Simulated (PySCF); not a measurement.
# Basis and Hamiltonian dependence of the excitation energy of S⁺

S⁺ [Ne] 3s2 3p3 (4S) → S⁺ [Ne] 3s1 3p4 (4P). Calculated with PySCF 2.14 from differences of total energies of unrestricted determinants, without spin-orbit coupling. Values in eV.

```tsv
basis	Hamiltonian	functions	UHF	LDA	PBE0	MP2 (valence)	CCSD(T) (valence)	CCSD(T) (valence and next inner shell)
aug-cc-pVDZ-DK	spin-free X2C	27	10.591	10.491	10.513	10.537	10.029	n/a
aug-cc-pV(D+d)Z	non-relativistic	32	10.461	10.355	10.377	10.388	9.793	n/a
x2c-TZVPPall	spin-free X2C	42	10.525	10.418	10.447	10.514	n/a	10.021
aug-cc-pVTZ-DK	spin-free X2C	50	10.527	10.429	10.451	10.533	n/a	n/a
def2-TZVPPD	non-relativistic	51	10.399	10.284	10.312	10.394	9.770	9.852
x2c-TZVPPall with one added diffuse shell each of s, p, d type	spin-free X2C	51	10.526	10.418	10.448	10.517	9.876	9.961
x2c-QZVPPall	spin-free X2C	70	10.517	10.419	10.442	10.519	9.886	9.990
aug-cc-pCVTZ-DK	spin-free X2C	75	10.522	10.421	10.448	10.529	9.893	9.978
x2c-QZVPPall with one added diffuse shell each of s, p, d, f type	spin-free X2C	86	10.517	10.419	10.442	10.519	9.872	9.977
aug-cc-pCVTZ-DK with one added diffuse shell each of s, p, d, f type	spin-free X2C	91	10.523	10.421	10.447	10.530	9.893	9.979
dyall-acv3z	spin-free X2C	113	10.518	10.417	10.441	10.533	9.878	n/a
aug-cc-pwCVQZ	non-relativistic	134	10.389	10.282	10.307	10.395	n/a	n/a
```

Frozen in the all-electron rows: valence: [Ne]; valence and next inner shell: 1s2.

Reference for a calculation without spin-orbit coupling: 9.870 eV (measured, between term centres; NIST).
